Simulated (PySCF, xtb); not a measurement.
# Isomers of C2NSi in order of energy

3 gas-phase structures of C2NSi, found in a search over its isomers (lower ones may exist). Each was relaxed with GFN2-xTB:

A. `[C]#CN=[Si]`, a doublet
B. a doublet given by its coordinates
C. a doublet given by its coordinates

C (Å):

```yaml
atoms:
  - { symbol: C, position_ang: [-2.0932, 2.4736, 0.9101] }
  - { symbol: C, position_ang: [-0.9910, 1.7677, 0.7736] }
  - { symbol: N, position_ang: [-3.0807, 3.1031, 1.0201] }
  - { symbol: Si, position_ang: [0.5401, 0.9258, 0.6526] }
```

Close contacts (Å): C1–C2 1.32, C1–N3 1.18, C2–Si4 1.75.

B (Å):

```yaml
atoms:
  - { symbol: C, position_ang: [0.4615, -0.5213, -1.7180] }
  - { symbol: C, position_ang: [-0.1228, 1.1360, 0.0125] }
  - { symbol: N, position_ang: [0.1500, 0.2902, -0.8981] }
  - { symbol: Si, position_ang: [-1.1773, 2.3648, 0.6690] }
```

Close contacts (Å): C1–N3 1.19, C2–N3 1.27, C2–Si4 1.75.

Estimate their order in r2SCAN-D4/def2-SVP energy at these geometries, lowest first.

Calculated order at r2SCAN-D4/def2-SVP: C (0.0), B (25.3), A (31.3) kcal/mol.

Energies above the lowest of each column, in kcal/mol:

| structure | GFN2-xTB | HF/STO-3G | r2SCAN-D4/def2-SVP |
| --- | --- | --- | --- |
| C | 0.0 | 0.0 | 0.0 |
| B | 23.1 | 56.8 | 25.3 |
| A | 9.1 | 56.7 | 31.3 |

Every level run on C puts it lowest or level with the lowest. Some further structures that were screened fall inside this span and aren't listed. Frequencies (GFN2-xTB) were run for C alone. Open shells are spin-unrestricted, some with notable spin contamination.

Programs: PySCF 2.14.0, xtb 6.7.1.
